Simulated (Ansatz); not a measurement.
Two isomers of CH4OSSi: A = `O=CS[SiH3]`, B = `CS[Si]O`.

Program: Ansatz. Geometries: PBE0-D4/def2-TZVP. ΔE: electronic, gas phase. CCSD(T)/CBS is the MP2 limit (def2-TZVPP, def2-QZVPP) plus CCSD(T) − MP2 in def2-TZVPP, frozen cores. This one scheme is used for every species. DFT in def2-TZVPP. B3LYP here is the variant with VWN-RPA as its local correlation; programs differ in this. One conformer a species, not always the lowest.

(1) Which isomer does CCSD(T)/CBS put lower? Give the gap. (Estimate.)

(2) Give E(B) − E(A) in kJ/mol with PBE0-D4, B3LYP, CCSD/def2-TZVPP, r2SCAN-D4, HF/def2-TZVPP, B2PLYP, ωB97M-V. (An estimate is asked.)

Largest T1 diagnostic: 0.017.

## Answers

(1) Computed: B, by 110.5 kJ/mol.

(2) Ansatz gave: PBE0-D4 -102.6, B3LYP -100.7, CCSD/def2-TZVPP -106.9, r2SCAN-D4 -89.9, HF/def2-TZVPP -91.4, B2PLYP -100.3, ωB97M-V -113.8. None reverses the order clearly.

In def2-TZVPP, CCSD(T) changes the Hartree–Fock value by −11.6 kJ/mol (the triples alone add +3.9 kJ/mol) and MP2 by −12.5 kJ/mol. From PBE to PBE0 (25 % exact exchange), in def2-TZVPP and without D4, E(B) − E(A) moves by −7.1 kJ/mol.
